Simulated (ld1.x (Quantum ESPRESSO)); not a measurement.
**An all-electron radial function and its pseudo partner (silicon)**

Columns: radius, all-electron u(r) and pseudo u(r) of the 3p shell (level -4.08 eV) of silicon in the configuration [Ne] 3s2 3p2; PBE, scalar-relativistic, TM scheme, ld1.x (Quantum ESPRESSO) 7.5.

```
r (bohr)  all-electron   pseudo
   0.098        0.0985  -0.0035
   0.195        0.2099  -0.0137
   0.292        0.2570  -0.0305
   0.390        0.2446  -0.0537
   0.488        0.1917  -0.0829
   0.585        0.1169  -0.1169
   0.682        0.0318  -0.1554
   0.780       -0.0565  -0.1981
   0.878       -0.1420  -0.2435
   0.975       -0.2211  -0.2902
   1.072       -0.2930  -0.3374
   1.170       -0.3577  -0.3843
   1.268       -0.4145  -0.4293
   1.365       -0.4633  -0.4707
   1.463       -0.5051  -0.5083
   1.560       -0.5395  -0.5406
   1.658       -0.5675  -0.5677
   1.755       -0.5889  -0.5890
   1.852       -0.6048  -0.6048
   1.950       -0.6156  -0.6156
   2.047       -0.6218  -0.6218
   2.145       -0.6240  -0.6240
   2.242       -0.6227  -0.6227
   2.340       -0.6184  -0.6184
   2.438       -0.6114  -0.6114
   2.535       -0.6024  -0.6024
```

How many radial nodes do the two functions have?

The all-electron 3p function has n − l − 1 = 1; the pseudo-wave has 0, since the states of the same l below it are removed with the core.

At about which radius was the pseudo-wave matched?

1.95 bohr. The columns agree to 0.0005 from 1.66 bohr on; several derivatives are matched, so the curves merge somewhat inside the radius.

Where does each function peak?

Outermost all-electron maximum near 2.15 bohr, pseudo maximum near 2.15 bohr (to the table’s step).

Is the pseudo-wave norm-conserving?

Yes: the TM scheme keeps the norm inside the radius equal to the all-electron one, which fixes the energy derivative of the logarithmic derivative at the level.
